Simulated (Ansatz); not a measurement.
Program: Ansatz. Geometries: PBE0-D4/def2-TZVP. ΔE: electronic, gas phase. CBS: MP2 limit from def2 TZ/QZ plus the TZ coupled-cluster correction, frozen cores. Functionals use def2-TZVPP. B3LYP here is the variant with VWN-RPA as its local correlation; programs differ in this. For Ge outer-core shells are correlated without core-valence functions, which leaves a few kJ/mol of doubt a bond. Scalar relativity is left out up to krypton. Each species was taken in one conformer, which may not be the lowest.

`N[CH2][GeH2][SiH3]` + `BOCO` → `OCOB[SiH3]` + `N[CH2][GeH3]`  (formal exchange of groups at the Si–Ge bond)

`N[CH2][GeH2][SiH3]`:

Z-matrix (Å, degrees):
```
C
Ge 1 1.972
N 1 1.455 2 109.1
H 1 1.099 2 109.8 3 127.2
H 1 1.093 2 106.4 3 -117.2
Si 2 2.379 1 108.2 3 49.4
H 2 1.542 1 110.0 3 172.3
H 2 1.545 1 108.8 3 -70.2
H 3 1.013 1 111.3 2 -175.0
H 3 1.012 1 111.1 2 65.9
H 6 1.485 2 110.8 1 -74.0
H 6 1.489 2 110.6 1 165.9
H 6 1.487 2 109.6 1 46.5
```

`BOCO`:

```xyz
9

B     0.191    0.397    1.512
O     0.564   -0.282    0.414
C     0.053    0.042   -0.865
O    -0.897   -0.877   -1.268
H    -0.554    1.336    1.414
H     0.640    0.030    2.558
H     0.915    0.069   -1.541
H    -0.442    1.016   -0.837
H    -0.470   -1.731   -1.386
```

`OCOB[SiH3]`:

Z-matrix (Å, degrees):
```
C
O 1 1.419
O 1 1.384 2 112.0
H 1 1.093 2 105.6 3 122.8
H 1 1.092 2 110.0 3 -118.2
B 2 1.351 1 121.1 3 62.0
H 3 0.962 1 109.0 2 68.0
Si 6 2.034 2 125.5 1 0.1
H 6 1.201 2 114.3 1 -178.0
H 8 1.491 6 108.6 2 -97.3
H 8 1.491 6 109.7 2 145.8
H 8 1.490 6 115.0 2 24.0
```

`N[CH2][GeH3]`:

Cartesian coordinates in Å:
```
N -0.465 0.095 1.461
C 0.557 -0.180 0.462
Ge -0.227 -0.089 -1.338
H -0.814 1.041 1.372
H -0.093 0.004 2.398
H 1.437 0.479 0.500
H 0.920 -1.202 0.598
H -0.937 1.269 -1.507
H -1.255 -1.214 -1.538
H 0.874 -0.204 -2.408
```

| level | ΔE (kcal/mol) | difference from CCSD(T)/CBS |
| --- | --- | --- |
| PBE-D4 | 9.9 | -0.4 |
| r2SCAN-D4 | 9.9 | -0.4 |
| PBE0-D4 | 10.3 | 0.0 |
| ωB97X-V | 9.6 | -0.7 |
| ωB97M-V | 10.2 | -0.1 |
| B2PLYP | 10.8 | 0.5 |
| r2SCAN | 9.9 | -0.4 |
| PBE0 | 10.3 | 0.0 |
| B3LYP | 10.7 | 0.4 |
| HF/def2-TZVPP | 10.9 | 0.6 |
| CCSD(T)/def2-TZVPP | 10.2 | -0.1 |
| HF/def2-QZVPP | 10.8 | 0.5 |
| MP2/def2-QZVPP | 11.3 | 1.0 |
| HF/CBS(def2) | 10.7 | 0.4 |
| MP2/CBS(def2) | 11.5 | 1.2 |
| CCSD/CBS(def2) | 10.5 | 0.2 |
| CCSD(T)/CBS | 10.3 | 0 |

Largest T1 diagnostic among the species: 0.014.
